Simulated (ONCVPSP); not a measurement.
## P, ONCV: configuration errors across variants

```json
{
  "Element": "phosphorus",
  "Generator": "ONCVPSP 4.0.1",
  "Type": "optimised norm-conserving Vanderbilt (ONCV)",
  "Functional": "Wu-Cohen",
  "Relativity": "scalar-relativistic",
  "Frozen core": "[He]",
  "Valence charge": "13",
  "Reference configuration": "2s2 2p6 3s2 3p2.5 (charge +0.5)",
  "Partial waves": "2s+3s: rc 0.80 bohr, ncon 4, nbas 7, qcut 18.9 1/bohr, 2 projectors; 2p+3p: rc 0.70 bohr, ncon 4, nbas 7, qcut 21 1/bohr, 3 projectors, debl 2 Ha; d scattering state at 0.13 Ha: rc 0.65 bohr, ncon 5, nbas 8, qcut 17 1/bohr, 2 projectors, debl 1.1 Ha",
  "Local potential": "polynomial inside 0.65 bohr (lpopt 5, dvloc0 3 Ha)",
  "Core correction": "Teter function, fcfact 5, rcfact 1.5"
}
```

All-electron excitation energies from the reference (eV): (1) 2s2 2p6 3s2 3p3 -3.762; (2) 2s2 2p6 3s2 3p2 5.945; (3) 2s2 2p6 3s2 3p1 25.084; (4) 2s2 2p5 3s2 3p3 136.559.

2 further variants failed, have other tests or another functional or relativity, and are left out.

Errors AE − PS in meV (a dash: test not solved or not reliable):

| change | (1) | (2) | (3) | (4) | bound ghosts | GHOST(+) flags above zero |
| --- | --- | --- | --- | --- | --- | --- |
| base | -0.1 | +0.1 | +1.2 | +176 | none | none |
| core correction Teter function, fcfact 4.25, rcfact 1.75 | -0.1 | +0.1 | +1.2 | +171 | none | none |
| core correction Teter function, fcfact 6.2, rcfact 1.5 | -0.1 | +0.1 | +1.2 | +175 | none | none |
| local potential polynomial inside 0.65 bohr (lpopt 5, dvloc0 5.5 Ha) | -0.1 | +0.1 | +1.2 | +176 | none | none |

Question: Give the same row for: p: nbas 9.

Answer: -0.1, +0.1, +1.2, +179; bound ghosts: none; GHOST(+) flags above zero: none.
